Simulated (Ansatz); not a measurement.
Z-matrix (Å, degrees):
```
Si
O 1 1.616
Cl 1 2.028 2 113.4
N 1 1.707 2 100.7 3 117.4
Cl 1 2.028 2 113.4 3 -125.3
H 4 1.009 1 119.8 2 73.5
H 4 1.009 1 119.9 2 -73.4
```

Charge 0, multiplicity 2.

**Question.** List the PBE/def2-TZVPP orbital energies in eV (Ansatz 0.2.0). (Best estimate.)

**Answer.** Computed: α occupied: -2739.31, -2739.31, -1781.77, -510.77, -382.07, -249.90, -249.90, -190.58, -190.58, -190.44, -190.44, -190.42, -190.42, -139.26, -96.04, -96.01, -95.97, -24.14, -22.76, -21.13, -20.66, -13.80, -13.71, -11.37, -10.38, -9.96, -9.08, -8.70, -8.42, -8.35, -8.09, -7.57, -7.31. α empty: -0.68, -0.03, 0.67, 0.76, 1.45, 2.10, 2.99, 3.80. β occupied: -2739.31, -2739.31, -1781.77, -510.34, -381.90, -249.90, -249.90, -190.58, -190.58, -190.43, -190.43, -190.42, -190.42, -139.27, -96.05, -96.02, -95.98, -23.36, -22.23, -21.07, -20.65, -13.69, -13.59, -11.24, -10.36, -9.55, -8.70, -8.36, -8.29, -8.06, -7.86, -6.99. β empty: -6.03, -0.61, 0.06, 0.67, 0.85, 1.49, 2.20, 3.01. ⟨S²⟩ = 0.754.
